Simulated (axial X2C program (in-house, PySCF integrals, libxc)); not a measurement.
# Density and ELF of IrH

Computed with an in-house relativistic program for diatomic molecules. Two-component (2c) means X2C with spin–orbit coupling and atomic mean-field two-electron Coulomb and Gaunt terms. Basis: Ir dyall-cv3z [13s14p9d6f4g], H dyall-v3z [6s2p1d] (cores contracted in-house); Gaussian nuclei, density fitting, unrestricted open shells. Masses: Ir 192.963 u, H 1.008 u.

PBE0, two-component, state Ω = 3 (⟨Sz⟩ = 0.94, ⟨Lz⟩ = 2.06 at PBE0); Ir at z = 0, H at z = 1.553 Å.

The maps cover the half plane through the axis: z from -2.4 to 3.6 Å along the bond, ρ from 0.15 to 2.25 Å away from it.

log10 of the density in e/bohr³:

```
 ρ\z  -2.4  -1.8  -1.2  -0.6   0.0   0.6   1.2   1.8   2.4   3.0   3.6
0.15  -3.7  -2.8  -1.6  -0.1   1.8  -0.1  -0.8  -0.9  -2.0  -3.0  -4.0
0.45  -3.7  -2.7  -1.6  -0.4   0.4  -0.4  -1.0  -1.3  -2.2  -3.1  -4.1
0.75  -3.6  -2.7  -1.7  -0.8  -0.4  -0.8  -1.4  -1.7  -2.4  -3.3  -4.2
1.05  -3.7  -2.8  -2.0  -1.3  -1.1  -1.3  -1.7  -2.1  -2.7  -3.5  -4.4
1.35  -3.8  -3.0  -2.3  -1.8  -1.6  -1.8  -2.1  -2.5  -3.1  -3.8  -4.6
1.65  -3.9  -3.2  -2.6  -2.2  -2.1  -2.2  -2.5  -2.9  -3.4  -4.1  -4.8
1.95  -4.2  -3.5  -2.9  -2.6  -2.5  -2.6  -2.9  -3.3  -3.8  -4.4  -5.1
2.25  -4.4  -3.8  -3.3  -3.0  -2.9  -3.0  -3.3  -3.6  -4.1  -4.7  -5.4
```

Electron localisation function (collinear form, no current term, damped to 0 at low density):

```
 ρ\z  -2.4  -1.8  -1.2  -0.6   0.0   0.6   1.2   1.8   2.4   3.0   3.6
0.15  0.00  0.00  0.04  0.56  0.30  0.48  0.90  1.00  0.99  0.58  0.00
0.45  0.00  0.01  0.10  0.63  0.37  0.57  0.74  0.99  0.96  0.45  0.00
0.75  0.00  0.03  0.21  0.53  0.51  0.46  0.56  0.91  0.85  0.24  0.00
1.05  0.00  0.06  0.28  0.43  0.30  0.35  0.43  0.67  0.60  0.07  0.00
1.35  0.00  0.07  0.28  0.36  0.25  0.28  0.32  0.39  0.26  0.01  0.00
1.65  0.00  0.06  0.23  0.29  0.21  0.22  0.21  0.17  0.06  0.00  0.00
1.95  0.00  0.03  0.15  0.20  0.16  0.15  0.12  0.06  0.01  0.00  0.00
2.25  0.00  0.01  0.07  0.11  0.10  0.09  0.05  0.01  0.00  0.00  0.00
```

Axial spin density in 10⁻³ e/bohr³:

```
 ρ\z  -2.4  -1.8  -1.2  -0.6    0.0   0.6   1.2   1.8   2.4   3.0  3.6
0.15   0.0   0.1   2.1  71.3  127.6  68.7  -1.2  -5.9  -0.6  -0.1  0.0
0.45   0.0   0.1   0.5   8.8   54.7   8.8  -1.8  -2.6  -0.4   0.0  0.0
0.75   0.0   0.1   0.5  10.0   75.0   8.8  -0.8  -0.9  -0.2   0.0  0.0
1.05   0.0   0.2   1.0  10.4   33.5   9.1   0.3  -0.2  -0.1   0.0  0.0
1.35   0.0   0.2   1.1   6.2   13.1   5.4   0.7   0.0   0.0   0.0  0.0
1.65   0.0   0.1   0.8   3.0    5.1   2.7   0.6   0.1   0.0   0.0  0.0
1.95   0.0   0.1   0.4   1.3    2.0   1.2   0.3   0.1   0.0   0.0  0.0
2.25   0.0   0.1   0.2   0.6    0.8   0.5   0.2   0.0   0.0   0.0  0.0
```

The state is a single determinant with fixed occupations, the lowest that a limited PBE0 search found. Density functionals use the spin component along the axis (collinear). PBE0 can misorder states that lie within some tenths of an eV, so this need not be the ground state of the molecule. The nearest other 2c determinant of the search, Ω = 4, lies 0.08 eV up at the distance of the search. The functionals have no current-density term, which raises determinants with orbital currents, atoms included. With several unpaired electrons one determinant need not be a pure state.
